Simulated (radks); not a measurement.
Results of a calculation; reference values are marked as such.
Problem. All-electron atom: the gadolinium ion Gd24+ in [Kr] 4d4. Level of theory: non-relativistic Kohn-Sham, PBE, spin-polarised, spherical densities, point nucleus; open shells are filled with parallel spins first (spin-orbit coupling, left out, can overturn this in heavy ions); relativity is left out, which matters for an element this heavy (a radial shooting solver on a logarithmic mesh with Libxc functionals). Some entries of the table are withheld. Estimate them.

| orbital | occ. | eigenvalue (eV) | r(max) (bohr) | <r^2> (bohr^2) |
|---|---|---|---|---|
| 1s up | 1 | -47819.89 | 0.01571 | 0.0007510 |
| 1s down | 1 | -47819.85 | 0.01571 | 0.0007510 |
| 2s up | 1 | -8241.351 | 0.08609 | 0.01194 |
| 2s down | 1 | -8237.965 | 0.08608 | 0.01193 |
| 2p up | 3 | -7877.142 | 0.06703 | 0.008879 |
| 2p down | 3 | -7874.587 | 0.06702 | 0.008876 |
| 3s up | 1 | -2377.360 | 0.2391 | 0.07632 |
| 3s down | 1 | -2375.659 | 0.2391 | 0.07617 |
| 3p up | 3 | -2216.675 | 0.2263 | 0.07131 |
| 3p down | 3 | -2214.876 | 0.2263 | 0.07117 |
| 3d up | 5 | -1919.572 | 0.1804 | 0.05667 |
| 3d down | 5 | -1916.894 | 0.1806 | 0.05661 |
| 4s up | 1 | -975.3432 | 0.5244 | 0.3295 |
| 4s down | 1 | -966.7193 | 0.5243 | 0.3304 |
| 4p up | 3 | -909.2705 | 0.5247 | 0.3351 |
| 4p down | 3 | -900.6989 | 0.5247 | 0.3363 |
| 4d up | 4 | -791.7709 | 0.5167 | 0.3398 |
| 4d down | 0 | -783.2711 | 0.5168 | 0.3414 |
| 5s up | 0 | (1) | (2) | 1.042 |
| 5s down | 0 | (3) | (4) | 1.049 |
| 5p up | 0 | -492.8785 | 1.001 | 1.089 |
| 5p down | 0 | -489.4349 | 1.004 | 1.097 |

Solution. 
(1) 5s up eigenvalue (eV): -522.3628
(2) 5s up r(max) (bohr): 0.9802
(3) 5s down eigenvalue (eV): -518.8107
(4) 5s down r(max) (bohr): 0.9832
